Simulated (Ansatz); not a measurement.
Mulliken charges of CH₅BrInN (`[CH3][In]([NH2])[Br]`) from PBE/def2-TZVPP in Ansatz (PBE0-D4/def2-TZVP geometry).

```csv
atom,x (Å),y (Å),z (Å),charge (e)
C1,-0.033,1.492,-0.912,-0.514
In2,-0.373,-0.323,0.145,0.701
N3,0.878,-1.688,0.914,-0.465
Br4,-2.718,-1.137,0.375,-0.401
H5,-0.484,1.412,-1.901,0.127
H6,-0.513,2.310,-0.374,0.124
H7,1.033,1.693,-1.008,0.123
H8,1.807,-1.427,1.205,0.143
H9,0.492,-2.379,1.539,0.162
```

Task: By hand: the dipole of these point charges (1 e Å = 4.8032 D).

Result: Σ q r = (0.777, 0.332, 0.005) e Å, of length 0.845 e Å = 4.06 D.

Task: How does the dipole of the full density compare? (An estimate is asked.)

Result: Computed: (0.629, 0.348, 0.028) e Å, 3.46 D; the point charges give 1.17 times that, at 6° from its direction.

Point charges leave out the atoms' own dipoles, such as those of lone pairs, and Mulliken's split depends on the basis, so the two needn't agree.
